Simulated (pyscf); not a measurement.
Single points on ωB97X-D3(BJ)/def2-SVP structures (PySCF, gas phase). Correlated levels are frozen-core, on RHF or UHF. ΔMP2 is the change of the MP2 total energy from the triple- to the quadruple-zeta basis.

How much does it cost (ΔH, 298 K, CCSD(T)/def2-TZVPP + ΔMP2(QZVPP)) to split Br–SbH₂ at its Br–Sb bond into Br• + SbH₂•?

Br–Sb to Br• + SbH₂•: 67.5 kcal/mol. The CCSD(T) − MP2 part came from Ansatz, without density fitting, on the same reference. The frozen core leaves the outer d or s,p core shells of the metals and heavy elements correlated in the MP2 and CC values, and def2-TZVPP describes them poorly, which can shift differences by a few kcal/mol. Left out: the spin-orbit lowering of Br, which is large for Br, Se, Te and I. Elements up to Kr have no core potential and no relativistic terms here. Elements past Kr carry the def2 core potentials, without spin-orbit coupling.
